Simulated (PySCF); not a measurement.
Delta-SCF ions had no search for a lower state. 

Cartesian coordinates (Å):
```xyz
13

C      0.9542    -1.2103     0.2538
C      0.8455     0.2519    -0.0799
C      2.1000     0.9237    -0.2670
N      3.1227     1.4357    -0.4114
C     -0.2983     0.9412    -0.2088
Si    -2.0239     0.2427    -0.0034
H      1.5253    -1.3512     1.1737
H      1.4811    -1.7453    -0.5390
H     -0.0269    -1.6634     0.3833
H     -0.2099     1.9952    -0.4533
H     -2.9978     1.3321    -0.2294
H     -2.2662    -0.8457    -0.9793
H     -2.2058    -0.3065     1.3608
```
Charge 0, spin multiplicity 1.

Question: Give the vertical ionisation energy (Delta-SCF), S1 oscillator strength, HOMO, LUMO and dipole moment at the level M06-2X/def2-TZVP // B3LYP-D3(BJ)/def2-TZVP in PySCF 2.14.0.

Answer: 
```yaml
vertical ionisation energy (Delta-SCF): 10.18 eV
S1 oscillator strength: 0.002
HOMO: -9.23 eV
LUMO: -0.97 eV
dipole_moment: 3.67 D
```
